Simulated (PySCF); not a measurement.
**C₆ coefficients of unlike pairs at UHF**

Calculated with PySCF 2.14 from the dipole response of each species, C₆(A,B) = (3/π) ∫ α_A(iu) α_B(iu) du, in atomic units, from isotropic polarisabilities. For ions this is the dispersion term alone; charge-induced terms of lower order in 1/R come first.

```tsv
species	configuration	basis	relativity	α (bohr³)	C₆ (like pair)
Os	[Xe] 4f14 5d6 6s2 (5D)	aug-cc-pVDZ-PP with ECP60MDF (5s5p4d2f)	core potential	75.88	854.7
Ru²⁺	[Kr] 4d6 (5D)	aug-cc-pVTZ-PP with one added diffuse shell each of s, p, d, f, g type with ECP28MDF (7s7p6d4f3g)	core potential	7.479	39.48
Mn³⁺	[Ar] 3d4 (5D)	aug-cc-pwCVTZ-DK (10s9p7d4f3g)	spin-free X2C	1.831	4.550
Zr³⁺	[Kr] 4d1 (2D)	aug-cc-pVDZ-PP with ECP28MDF (5s5p4d2f)	core potential	5.339	21.44
```

(1) Estimate C₆ for Zr³⁺ with Mn³⁺.

No spin-orbit coupling is included.

The other pairs:

```csv
pair,C₆
"Mn³⁺, Os",43.88
"Ru²⁺, Os",153.4
"Zr³⁺, Ru²⁺",29.08
"Zr³⁺, Os",111.4
"Mn³⁺, Ru²⁺",12.89
```

Results:

(1) The integral gives 9.531. The combination rule 2 C_A C_B / (C_A α_B/α_A + C_B α_A/α_B) gives 9.463 and the geometric mean 9.878.
